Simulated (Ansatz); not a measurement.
Stepwise reaction of disilane with hydrogen fluoride, as a gas-phase model of exchange steps in deposition or etching. ΔE in kJ/mol; ΔG adds harmonic PBE0-D4 terms to CCSD(T)/CBS, at 1 bar.

Calculated with Ansatz (gas phase, PBE0-D4/def2-TZVP geometries, no zero-point term in ΔE). CCSD(T)/CBS adds triple-zeta CCSD(T) − MP2 to the extrapolated MP2 energy (def2 sets, frozen cores). This one scheme is used for every species. Functionals use def2-TZVPP. B3LYP here is the variant with VWN-RPA as its local correlation; programs differ in this.

```csv
step,reaction,PBE-D4,B3LYP-D4,ωB97M-V,CCSD(T)/CBS,ΔG(500 K)
1,`[SiH3][SiH3]` + H–F → `F[SiH2][SiH3]` + H₂,-91.1,-101.0,-99.7,-96.7,-102.7
3,`F[SiH](F)[SiH3]` + H–F → `F[Si](F)(F)[SiH3]` + H₂,-135.6,-143.6,-144.9,-141.2,-134.6
```

(1) Give the row of step 2, `F[SiH2][SiH3]` + H–F → `F[SiH](F)[SiH3]` + H₂. (Best estimate.)

(2) By hand: ΔE of the 3 steps together at CCSD(T)/CBS.

Results:

(1) Ansatz gave: 
```csv
step,reaction,PBE-D4,B3LYP-D4,ωB97M-V,CCSD(T)/CBS,ΔG(500 K)
2,`F[SiH2][SiH3]` + H–F → `F[SiH](F)[SiH3]` + H₂,-122.3,-130.5,-130.5,-126.7,-125.2
```

(2) (-96.7) + (-126.7) + (-141.2) = -364.6 kJ/mol, or -121.5 kJ/mol a step.

In ΔE each step is lower than the one before. All are downhill at CCSD(T)/CBS. ΔG lies between -134.6 and -102.7 kJ/mol a step. PBE-D4 differs from CCSD(T)/CBS by 4.4 to 5.6 kJ/mol a step. Isolated molecules leave out the surface, adducts and barriers. Largest T1 diagnostic: 0.013.
